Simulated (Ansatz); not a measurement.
Reaction (redistribution): `C[SiH2]Cl` + `O=C[Se][GeH3]` → `O=C[SiH2]Cl` + `C[Se][GeH3]`

Isolated molecules relaxed with PBE0-D4/def2-TZVP in Ansatz; ΔE leaves out vibrations. CCSD(T)/CBS adds triple-zeta CCSD(T) − MP2 to the extrapolated MP2 energy (def2 sets, frozen cores). For Ge, Se outer-core shells are correlated without core-valence functions, which leaves a few kJ/mol of doubt a bond. Scalar relativity is left out up to krypton. One conformer a species, not always the lowest.

```json
{"species": "`C[SiH2]Cl`", "CCSD(T)/def2-TZVPP energy (Eh)": "-789.87809"}
{"species": "`O=C[Se][GeH3]`", "CCSD(T)/def2-TZVPP energy (Eh)": "-4591.30240"}
{"species": "`O=C[SiH2]Cl`", "CCSD(T)/def2-TZVPP energy (Eh)": "-863.76899"}
{"species": "`C[Se][GeH3]`", "CCSD(T)/def2-TZVPP energy (Eh)": "-4517.37918"}
```

**Question.** Work out ΔE.

**Answer.** ΔE = (-863.76899) + (-4517.37918) − (-789.87809) − (-4591.30240) = 0.03232 Eh = +0.88 eV. CCSD(T)/CBS gives +0.88 eV.

Largest T1 diagnostic among the species: 0.014.

From PBE to PBE0 (25 % exact exchange), in def2-TZVPP and without D4, ΔE moves by −0.05 eV. In def2-TZVPP, CCSD(T) changes the Hartree–Fock value by +0.14 eV (the triples alone add +0.04 eV) and MP2 by +0.20 eV.
